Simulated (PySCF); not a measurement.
**Working out the excitation energy of Be**

Be [He] 2s2 (1S) → Be [He] 2s1 3d1 (3D). Computed with PySCF 2.14 in aug-cc-pCVTZ, with the non-relativistic Hamiltonian (point nucleus). Frozen: 1s2. Energies in hartree (1 hartree = 27.21139 eV):

```
            part  Be (lower)  Be (upper)
             UHF  -14.572876  -14.280226
CCSD correlation   -0.045794   -0.008057
             (T)    0.000000    0.000000
```

Q: What does Hartree-Fock give?

A: (-14.280226) − (-14.572876) = 0.292650 hartree = 7.963 eV.

Q: What do CCSD and CCSD(T) give?

A: The CCSD correlation energies differ by 0.037737 hartree = 1.027 eV and the triples by 0.000000 hartree = 0.000 eV, so CCSD gives 8.990 eV and CCSD(T) 8.990 eV.
